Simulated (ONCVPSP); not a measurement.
C: excitation energies, all-electron against ONCV

carbon (C), optimised norm-conserving Vanderbilt (ONCV), made with ONCVPSP 4.0.1 (PBEsol, scalar-relativistic). Core [He], reference 2s2 2p2. Waves: 2s: rc 1.05 bohr, ncon 5, nbas 9, qcut 6.6 1/bohr, 3 projectors, debl 2.4 Ha; 2p: rc 2.00 bohr, ncon 4, nbas 7, qcut 5.4 1/bohr, 2 projectors, debl 2.2 Ha; d scattering state at 0.41 Ha: rc 1.55 bohr, ncon 4, nbas 7, qcut 5.3 1/bohr, 2 projectors, debl 1.8 Ha. Local part: polynomial inside 0.95 bohr (lpopt 5, dvloc0 0 Ha). Core correction: polynomial model core, fcfact 0.25.

Energies are relative to the spin-unpolarised reference configuration 2s2 2p2; without spin polarisation the order of configurations can differ from experiment.

```json
{"valence configuration": "2s2 2p0", "charge": "+2", "ΔE all-electron (eV)": "34.807", "error AE − PS (meV)": "+337"}
{"valence configuration": "2s1 2p0", "charge": "+3", "ΔE all-electron (eV)": "82.771", "error AE − PS (meV)": "+716"}
```

**Question.** What are ΔE and the potential's error for 2s2 2p1?

**Answer.** ΔE = 10.789 eV all-electron; the error (AE − PS) is +39 meV.

**Question.** What are ΔE and the potential's error for 2s0 2p4?

**Answer.** ΔE = 16.872 eV all-electron; the error (AE − PS) is -18 meV.

Note: ghosts flagged at negative energy: s at -210.6 eV; GHOST(+) flags only above 600 eV. A true bound ghost makes a file unfit for plane-wave use.
